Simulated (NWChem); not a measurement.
# C₂H₆O₂Si; SMILES CC1O[SiH2]O1

```xyz
11

C      0.3908    -2.0062     0.0000
C     -0.4654    -0.7714     0.0000
O     -0.1805     0.0938    -1.1050
Si     0.1818     1.3166     0.0000
O     -0.1805     0.0938     1.1050
H      1.4550    -1.7291     0.0000
H      0.1786    -2.6094     0.8946
H      0.1786    -2.6094    -0.8946
H     -1.5415    -1.0314     0.0000
H      1.5903     1.8000     0.0000
H     -0.7489     2.4790     0.0000
```
Atoms are numbered in this order, from 1.

Level: PBE0/def2-SVP (NWChem), optimised geometry, unscaled harmonic frequencies. 

| frequency (cm⁻¹) | IR intensity (km/mol) |
|---|---|
| 146 | 4.6 |
| 241 | 0.4 |
| 354 | 3.1 |
| 484 | 2.0 |
| 525 | 0.0 |
| 659 | 49.1 |
| 708 | 99.5 |
| 775 | 21.0 |
| 788 | 5.0 |
| 872 | 52.8 |
| 946 | 46.6 |
| 947 | 98.5 |
| 1027 | 249.0 |
| 1101 | 124.9 |
| 1138 | 36.4 |
| 1171 | 103.2 |
| 1315 | 29.9 |
| 1374 | 2.9 |
| 1425 | 70.1 |
| 1450 | 2.1 |
| 1458 | 22.3 |
| 2258 | 163.9 |
| 2260 | 131.7 |
| 3046 | 62.4 |
| 3069 | 3.8 |
| 3178 | 11.5 |
| 3178 | 5.6 |

| Quantity | Result |
|---|---|
| zero-point energy | 51.3 kcal/mol |
| thermal correction to the enthalpy at 298.15 K (with zero-point energy) | 55.3 kcal/mol |
| heat capacity Cv | 19.8 cal/(mol K) |
| entropy at 298.15 K and 1 atm (symmetry number 1) | 73.8 cal/(mol K) |
| dipole moment | 0.31 D |

Rigid rotor and harmonic oscillator.
